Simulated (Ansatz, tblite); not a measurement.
Removing and adding an electron: SnTe₂ (the lowest singlet isomer of a short search). Charge 0, multiplicity 1. Geometry: PBE-D4/def2-SVP. Ansatz, gas phase; energy differences of separate SCF runs; the oxidised species was run as a doublet alone; the reduced species was run as a doublet alone.

| atom | x (Å) | y (Å) | z (Å) |
| --- | --- | --- | --- |
| Sn1 | 1.207 | 0.164 | -1.025 |
| Te2 | -0.999 | -1.287 | -0.146 |
| Te3 | -0.208 | 1.122 | 1.171 |

In the def2 sets Sn, Te take a core potential; there is no spin–orbit coupling. The xTB rows come from tblite. HOMO above LUMO, or a gap near zero within one spin, warns that the state may not be the lowest or that an electron is smeared out. The structure comes from a short search, and lower isomers may exist.

**Question.** Estimate orbital energies and vertical ionisation energies and electron affinities at: GFN1-xTB; GFN2-xTB; PBE-D4/def2-TZVP; PBE-D4/def2-TZVPD; r2SCAN-D4/def2-TZVP; r2SCAN-D4/def2-TZVPD; PBE0-D4/def2-TZVP; PBE0-D4/def2-TZVPD.

**Answer.** 
| level | −HOMO (eV) | vertical IE (eV) | −LUMO (eV) | vertical EA (eV) | HOMO–LUMO gap (eV) | IE − EA (eV) | remarks |
| --- | --- | --- | --- | --- | --- | --- | --- |
| GFN1-xTB | 9.02 | 12.33 | 7.52 | 4.33 | 1.51 | 8.00 | – |
| GFN2-xTB | 8.51 | 12.48 | 6.88 | 3.45 | 1.64 | 9.03 | – |
| PBE-D4/def2-TZVP | 4.70 | 7.21 | 3.52 | – | 1.18 | – | – |
| PBE-D4/def2-TZVPD | 4.72 | – | 3.55 | 1.33 | 1.18 | – | HOMO above zero (-1 doublet), gap within one spin near zero (-1 doublet) |
| r2SCAN-D4/def2-TZVP | 4.91 | 7.30 | 3.50 | – | 1.41 | – | – |
| r2SCAN-D4/def2-TZVPD | 4.92 | – | 3.51 | 1.49 | 1.41 | – | HOMO above zero (-1 doublet) |
| PBE0-D4/def2-TZVP | 5.60 | 7.33 | 2.95 | – | 2.66 | – | – |
| PBE0-D4/def2-TZVPD | 5.62 | – | 2.96 | 1.48 | 2.66 | – | HOMO above zero (-1 doublet) |

Relaxing the oxidised species (PBE-D4/def2-SVP) changes its energy by -0.13 eV at PBE-D4/def2-TZVP, so the adiabatic ionisation energy to this nearest minimum is 7.08 eV. At PBE0-D4/def2-TZVP it is 7.18 eV.     A HOMO above zero means that the electron is unbound at that level or that self-interaction error raises the level; the energy of removing that electron tells which. Raw xTB energy differences between charge states are shifted by several eV; the methods need an empirical correction for them.
